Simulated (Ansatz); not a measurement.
Input for Ansatz (a program for electronic structure): U-B3LYP-D3(BJ)/def2-TZVP on Se2, 2S+1 = 3.

Ansatz 0.2 input:
```yaml
crystal:
  periodic: [false, false, false]
  atoms:
    - {symbol: Se, position_ang: [0.00000000, 0.00000000, 0.00000000]}
    - {symbol: Se, position_ang: [0.00000000, 0.00000000, 2.28000000]}
basis:
  gaussian:
    orbitals: def2-TZVP
hamiltonian:
  xc: b3lyp
  dispersion: d3bj
magnetization: {spin_polarized: true, initial_magnetization: 2}
relax: {f_tol: 0.003, max_steps: 120}
```

Program output:

```
WARN ansatz: RAYON_NUM_THREADS=1 ignored (pool sized by the plan → 1); use --threads N
Functional definition: B3LYP
integrals: 0.04 GiB planned
679 factors; integrals over basis functions are off by at most 2.3e-4 eV
mean field: 0.60 GiB planned
mean field evaluation 1: about -130701.0776 eV, gradient 7.4e0 eV
mean field evaluation 2: about -130701.1779 eV, gradient 4.2e0 eV
mean field evaluation 4: about -130701.2157 eV, gradient 2.1e-1 eV
mean field evaluation 8: about -130701.2494 eV, gradient 2.2e-3 eV
mean field -130701.24943028 eV, -4803.1823240739 hartree, gradient 4.2e-5 eV, S^2 2.006915; 0 other end points of the search recorded, 0 dependent functions left out
the calculation of the forces begins
reference -130701.24960341 eV, -4803.1823304363 hartree; 35, 33 occupied and 61, 63 virtual orbitals, 679 factors
relax step   1: F+E_penalty+E_count = -130701.33576678 eV  Δ(F+E_penalty+E_count) = +0.000e0 eV  max|allowed force component| = 1.623e0 eV/Å  Δτ_max = 0.0000 Å  (30 SCF iters, accepted)
these checks for a lower state are left out or cut short: starts, cluster_reference, orbital_swaps, neighbouring_geometries, increment
integrals: 0.04 GiB planned
679 factors; integrals over basis functions are off by at most 2.3e-4 eV
mean field: 0.60 GiB planned
mean field evaluation 16: about -130701.2424 eV, gradient 3.7e0 eV
mean field -130701.32293281 eV, -4803.1850252423 hartree, gradient 1.2e-5 eV, S^2 2.006711; 0 other end points of the search recorded, 0 dependent functions left out
the calculation of the forces begins
reference -130701.32310461 eV, -4803.1850315558 hartree; 35, 33 occupied and 61, 63 virtual orbitals, 679 factors
relax step   2: F+E_penalty+E_count = -130701.40964091 eV  Δ(F+E_penalty+E_count) = -7.387e-2 eV  max|allowed force component| = 5.156e-1 eV/Å  Δτ_max = 0.0573 Å  (34 SCF iters, accepted)
these checks for a lower state are left out or cut short: starts, cluster_reference, orbital_swaps, neighbouring_geometries, increment
integrals: 0.04 GiB planned
679 factors; integrals over basis functions are off by at most 2.3e-4 eV
mean field: 0.60 GiB planned
mean field -130701.32875257 eV, -4803.1852391144 hartree, gradient 9.0e-6 eV, S^2 2.006759; 0 other end points of the search recorded, 0 dependent functions left out
the calculation of the forces begins
reference -130701.32892466 eV, -4803.1852454386 hartree; 35, 33 occupied and 61, 63 virtual orbitals, 679 factors
relax step   3: F+E_penalty+E_count = -130701.41539095 eV  Δ(F+E_penalty+E_count) = -5.750e-3 eV  max|allowed force component| = 3.172e-2 eV/Å  Δτ_max = 0.0121 Å  (34 SCF iters, accepted)
these checks for a lower state are left out or cut short: starts, cluster_reference, orbital_swaps, neighbouring_geometries, increment
integrals: 0.04 GiB planned
679 factors; integrals over basis functions are off by at most 2.3e-4 eV
mean field: 0.60 GiB planned
mean field evaluation 32: about -130701.2919 eV, gradient 2.1e-1 eV
mean field -130701.32869556 eV, -4803.1852370192 hartree, gradient 2.7e-5 eV, S^2 2.006752; 0 other end points of the search recorded, 0 dependent functions left out
the calculation of the forces begins
reference -130701.32886760 eV, -4803.1852433416 hartree; 35, 33 occupied and 61, 63 virtual orbitals, 679 factors
relax step   4: F+E_penalty+E_count = -130701.41534574 eV  Δ(F+E_penalty+E_count) = +4.521e-5 eV  max|allowed force component| = 5.459e-2 eV/Å  Δτ_max = 0.0020 Å  (27 SCF iters, rejected (line search))
these checks for a lower state are left out or cut short: starts, cluster_reference, orbital_swaps, neighbouring_geometries, increment
integrals: 0.04 GiB planned
679 factors; integrals over basis functions are off by at most 2.3e-4 eV
mean field: 0.60 GiB planned
mean field -130701.32877163 eV, -4803.1852398149 hartree, gradient 8.6e-6 eV, S^2 2.006756; 0 other end points of the search recorded, 0 dependent functions left out
the calculation of the forces begins
reference -130701.32894370 eV, -4803.1852461384 hartree; 35, 33 occupied and 61, 63 virtual orbitals, 679 factors
relax step   5: F+E_penalty+E_count = -130701.41541442 eV  Δ(F+E_penalty+E_count) = -2.347e-5 eV  max|allowed force component| = 1.891e-4 eV/Å  Δτ_max = 0.0007 Å  (27 SCF iters, accepted)
integrals: 0.04 GiB planned
679 factors; integrals over basis functions are off by at most 2.3e-4 eV
mean field: 0.60 GiB planned
mean field -130701.32877163 eV, -4803.1852398149 hartree, gradient 8.6e-6 eV, S^2 2.006756; 1 other end points of the search recorded, 0 dependent functions left out
the calculation of the forces begins
reference -130701.32894370 eV, -4803.1852461384 hartree; 35, 33 occupied and 61, 63 virtual orbitals, 679 factors
Total energy: -130701.41558649 eV, -4803.1884302021 hartree
Atom 0 at     0.000000     0.000000     0.045915 Å, force     0.000000    -0.000000    -0.000189 eV/Å
Atom 1 at    -0.000000    -0.000000     2.234085 Å, force    -0.000000    -0.000000     0.000189 eV/Å
Dipole moment:    -0.000000    -0.000000    -0.000000 e Å
```

The run converged.

Cost: around 30 core-seconds (rough).
